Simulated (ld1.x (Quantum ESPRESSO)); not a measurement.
What one change does to a pseudopotential (Sb, ultrasoft)

ld1.x (Quantum ESPRESSO) 7.5 input, shortened:

```
&input
   title='Sb', zed=51., rel=1, dft='PZ', iswitch=3,
   config='[Kr] 4d10 5s2 5p3'
 /
 &inputp
   pseudotype=3, tm=.true., lloc=-1, rcloc=1.75,
   nlcc=.true., rcore=0.95
 /
6
5S  1  0   2.00   0.00  1.80  1.90  0.0
5S  1  0   0.00   0.25  1.80  1.90  0.0
5P  2  1   3.00   0.00  2.05  2.60  0.0
5P  2  1   0.00   0.05  2.05  2.60  0.0
4D  3  2  10.00   0.00  1.30  1.70  0.0
4D  3  2   0.00  -1.55  1.30  1.70  0.0
 &test
   configts(1)='4d10 5s2 5p3'
 /
```

Change: local potential all-electron potential smoothed inside 1.34 bohr (lloc = -1).

Cutoffs: the cutoffs (Ry, on a coarse ladder) from which the occupation-weighted sum of valence levels, in a spherical-Bessel basis at the reference potential, stays within 10 and 1 mRy of its value at 400 Ry; they do not see the model core or the augmentation charge, which bear on the density cutoff. Errors are all-electron minus pseudo energies relative to the spin-unpolarised reference configuration.

Problem. Predict the effect on cutoff, ghosts and configuration errors.

Solution. The potential gets softer (50 Ry and 90 Ry → 45 Ry and 80 Ry); a bound ghost appears in p, s, which as a rule spoils a file; the number of tests that count goes from 9 to 5 (the test run of the changed file stopped, so its transferability is not established); the errors of the 5 common tests hardly move. A state that the projectors do not describe sees the local part alone, so a deeper or shallower local part can create or remove a ghost.

| quantity | base | changed |
| --- | --- | --- |
| cutoff, loose | 50 Ry | 45 Ry |
| cutoff, tight | 90 Ry | 80 Ry |
| bound ghosts | none | s, p |
| tests counted (converged, no solver errors) | 9 of 9 | 5 of 9 (the test run stopped) |
| error for 4d10 5s2 5p2, meV [ΔE 8.52 eV] | -2.3 | -2.4 |
| error for 4d10 5s2 5p1, meV [ΔE 24.77 eV] | -7.2 | -7.3 |
| error for 4d10 5s2 5p0, meV [ΔE 49.56 eV] | -15 | -16 |
| error for 4d10 5s1 5p0, meV [ΔE 94.38 eV] | -29 | -30 |
| error for 4d10 5s2 5p3.3, meV [ΔE -1.21 eV] | +0.3 | +0.3 |
| s: phases at 2.86 bohr within 0.05 rad from the reference energy up to (Ry; the scan ends near 5) | 2.0 | 2.6 |
| p: phases at 2.86 bohr within 0.05 rad from the reference energy up to (Ry; the scan ends near 5) | 3.2 | 3.3 |
| d: phases at 2.86 bohr within 0.05 rad from the reference energy up to (Ry; the scan ends near 5) | to the end of the scan | 4.5 |
| lowest overlap eigenvalue by channel | s 0.23, p 0.48, d 0.69 | s 0.17, p 0.35, d 0.71 |

Changed file: Tests not counted: 4d9 5s2 5p4 (solver errors, printed error -1679 eV); 4d9 5s2 5p3 (solver errors, printed error -1571 eV); 4d10 5s2 5p3 (spin-polarised) (solver errors, printed error -1659 eV). A true bound ghost makes a file unfit for plane-wave use even where its test errors are small: the radial tests pick states by their node count and pass the ghost by. Where a test does run into it, the solver fails or the error is huge.
